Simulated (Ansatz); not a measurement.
Cl2H2NSc (`[NH2][Sc]([Cl])[Cl]`), charge 0, multiplicity 1.

**Question.** Give a relaxed structure at PBE0-D4/def2-TZVP (Ansatz 0.2.0). (Best estimate.)

**Answer.** The calculation gave: 
Cartesian coordinates in Å:
```
N 0.949 0.188 -0.549
Sc -0.706 -0.141 0.409
Cl -2.153 -1.654 -0.545
Cl -0.999 1.028 2.368
H 1.226 -0.245 -1.421
H 1.683 0.823 -0.261
```
Point group C2v.
